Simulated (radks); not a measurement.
Results of a calculation; reference values are marked as such.
Task: Ionisation of Ne, [Ne], to Ne+, [He] 2s2 2p5, under several functionals. Dirac Kohn-Sham, spin-unpolarised, spherical densities, point nucleus; open shells fill j = l - 1/2 first; a radial shooting solver on a logarithmic mesh with Libxc functionals. Known Delta-SCF values: SOGGA 22.232 eV; AM05 22.346 eV; XLYP 22.511 eV. What does PW91 give, and what is its highest occupied eigenvalue?

Result: 22.549 eV by Delta-SCF; the 2p3/2 eigenvalue is -13.399 eV. NIST: 21.565 eV (measured).

Beside tabulated values, note that spin-unpolarised runs miss the spin-polarisation part of the exchange energy of open shells.
